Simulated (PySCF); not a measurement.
C₃H₆N₂Si, SMILES C1=NCN=C[SiH2]1.

Geometry: B3LYP-D3(BJ)/def2-SVP. This is a generated structure with no PubChem entry under its InChIKey; it may be hypothetical. Other conformers were not sampled.

Computed with M06-2X/def2-TZVP run with PySCF.

Symmetry labels are those of the subgroup C2v that the program uses (full group C2v).

Computed valence orbital energies around the gap with their symmetry:
```
orbital  symmetry  energy (eV)
-------  --------  -----------
HOMO−7         A1       -13.45
HOMO−6         B2       -12.64
HOMO−5         A1       -12.42
HOMO−4         B1       -11.70
HOMO−3         A2       -10.97
HOMO−2         B1        -9.60
HOMO−1         A1        -9.50
HOMO           B2        -7.63
LUMO           A2        -0.02
LUMO+1         B1         0.00
LUMO+2         B2         1.01
LUMO+3         A1         1.53
```
